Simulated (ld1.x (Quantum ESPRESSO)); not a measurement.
**vanadium, PAW: configuration errors across variants**

vanadium, PAW, made with ld1.x (Quantum ESPRESSO) 7.5 (PBE, scalar-relativistic). Core [Ar], reference 3d3 4s2 4p0. Waves: 4s (bound): rcut 2.65, rcutus 3.10 bohr; 4s channel at 0.9 Ry: rcut 2.65, rcutus 3.10 bohr; 4p (bound, empty): rcut 3.25, rcutus 4.10 bohr; 4p channel at 4.4 Ry: rcut 3.25, rcutus 4.10 bohr; 3d (bound): rcut 1.60, rcutus 2.00 bohr; 3d channel at 0.05 Ry: rcut 1.60, rcutus 2.00 bohr. Local part: all-electron potential smoothed inside 2.60 bohr (lloc = -1). Core correction: Bessel-smoothed model core inside 1.05 bohr. Augmentation charge: BESSEL, radius 1.75 bohr.

All-electron excitation energies from the reference (eV): (1) 3d3 4s1 4p0 7.735; (2) 3d3 4s0 4p0 22.031; (3) 3d2 4s0 4p0 50.928; (4) 3d3 4s1.5 4p0 3.092; (5) 3d3 4s0 4p1 11.840; (6) 3d4 4s0 4p0 7.197; (7) 3d2 4s2 4p0 10.974.

Tests that are not counted but printed errors over 1 eV. “waves 3d (bound): rcut 1.60, rcutus 2.92 bohr; 3d channel at 0.05 Ry: rcut 1.60, rcutus 2.92 bohr”: 3d4 4s0 4p0 (solver errors, printed error -126 eV); 3d3 4s0 4p0 (solver errors, printed error -83.5 eV); 1 more. “waves 3d (bound): rcut 1.60, rcutus 3.00 bohr; 3d channel at 0.05 Ry: rcut 1.60, rcutus 3.00 bohr”: 3d4 4s0 4p0 (solver errors, printed error -126 eV); 3d3 4s0 4p0 (solver errors, printed error -83.5 eV); 1 more. “waves 3d (bound): rcut 1.60, rcutus 2.82 bohr; 3d channel at 0.05 Ry: rcut 1.60, rcutus 2.82 bohr”: 3d2 4s0 4p0 (solver errors, printed error -26.3 eV); 3d4 4s0 4p0 (solver errors, printed error -126 eV).

3 further variants failed, have other tests or too few solved ones, and are left out.

A true bound ghost makes a file unfit for plane-wave use even where its test errors are small: the radial tests pick states by their node count and pass the ghost by.

Errors AE − PS in meV (a dash: test not solved or not reliable):

| change | (1) | (2) | (3) | (4) | (5) | (6) | (7) | bound ghosts |
| --- | --- | --- | --- | --- | --- | --- | --- | --- |
| base | -1.4 | -8.8 | -544 | -0.4 | +19 | -140 | -206 | none |
| waves 3d (bound): rcut 1.60, rcutus 2.92 bohr; 3d channel at 0.05 Ry: rcut 1.60, rcutus 2.92 bohr | -2.2 | – | – | -0.6 | +17 | – | – | none |
| all radii but the core radius scaled by about 1.10 (s 3.40, p 4.50, d 2.20 bohr, rcut 2.90/3.56/1.76); local potential all-electron potential smoothed inside 2.86 bohr (lloc = -1); augmentation BESSEL, radius 1.92 bohr | -1.2 | -9.3 | -553 | -0.3 | -201 | -145 | -201 | p |
| augmentation BESSEL, radius 1.15 bohr | +0.4 | -7.3 | -545 | +0.1 | +21 | -136 | -126 | none |
| type ultrasoft; local potential all-electron potential smoothed inside 2.05 bohr (lloc = -1); augmentation PSQ, radius 1.60 bohr | -0.7 | -8.0 | -534 | -0.2 | +12 | -93 | -87 | none |
| local potential all-electron potential smoothed inside 2.58 bohr (lloc = -1) | -1.4 | -8.6 | -543 | -0.4 | +18 | -138 | -202 | none |
| wave 4p channel at 4.4 Ry: rcut 3.25, rcutus 4.10 bohr becomes 4p channel at -0.1 Ry: rcut 3.25, rcutus 4.10 bohr | -1.4 | -8.8 | -544 | -0.4 | -4.8 | -140 | -206 | none |
| waves 3d (bound): rcut 1.60, rcutus 3.00 bohr; 3d channel at 0.05 Ry: rcut 1.60, rcutus 3.00 bohr | -2.2 | – | – | -0.7 | +17 | – | – | none |
| waves 3d (bound): rcut 1.60, rcutus 2.82 bohr; 3d channel at 0.05 Ry: rcut 1.60, rcutus 2.82 bohr | -2.2 | -12 | – | -0.6 | +17 | – | – | none |

(1) Give the same row for: core correction Bessel-smoothed model core inside 1.92 bohr.

## Answers

(1) -1.6, -8.7, -544, -0.4, +19, -141, -212; bound ghosts: none.
